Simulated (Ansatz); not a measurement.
A geometry relaxed with CAM-B3LYP-D3(BJ)/def2-TZVP (Ansatz, a quantum-chemistry and plane-wave program), charge 0, multiplicity 1:

```xyz
8

H     -1.9921     0.4976    -0.0586
N     -1.2284    -0.1381    -0.2095
H     -1.3457    -1.0183     0.2656
H      0.0745     1.4448    -0.4951
H      2.1146     0.2849     0.0714
C      1.1655    -0.2226     0.1413
H      1.1703    -1.2574     0.4607
C      0.0414     0.4091    -0.1757
```

**Question.** Write the SMILES of this molecule.

**Answer.** `C=CN`
